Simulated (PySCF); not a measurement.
Point groups of optimised structures. Method: PBE0/pcSseg-1 in PySCF (dipole) on a GFN2-xTB geometry, gas phase. The symmetry is that of the one conformer found, every atom within 0.08 Å of its image; none is proved a minimum here.

Q: Point group, rotor type and polarity of `[CH3:1][C:2](=[O:3])[O:4]/[CH:5]=[CH:6]/[CH:7]=[CH:8]/[CH:9]=[O:10]` with C1–C2–O4–C5 180°, C2–O4–C5–C6 180°, C5–C6–C7–C8 180°, C7–C8–C9–O10 0°, H–C1–C2–O3 0° (nearest H)?

A: Cs; near-prolate asymmetric top; symmetry number 1; 2 operations, which sort the 18 atoms into 17 sets; dipole 5.26 D, in the ab plane, which is the mirror; heavy atoms equivalent by symmetry: none.

Q: Point group, rotor type and polarity of `[CH3:1][P:2]([CH3:3])[P:4]([CH3:5])[CH3:6]` with C1–P2–P4–C5 180°, H–C1–P2–C3 53° (nearest H), H–C3–P2–C1 -53° (nearest H), H–C5–P4–P2 45° (nearest H)?

A: C2h; asymmetric top; symmetry number 2; 4 operations, which sort the 18 atoms into 5 sets; dipole forbidden by symmetry (computed 0.00 D); A, B, C = 3095, 1754, 1315 MHz.

Q: What symmetry has `[O:1]=[C:2]([F:3])[c:4]1[cH:5][cH:6][cH:7][s:8]1` with O1–C2–C4–C5 180°?

A: Cs; asymmetric top; symmetry number 1; 2 operations, which sort the 11 atoms into 11 sets; dipole 4.49 D, in the ab plane, which is the mirror.
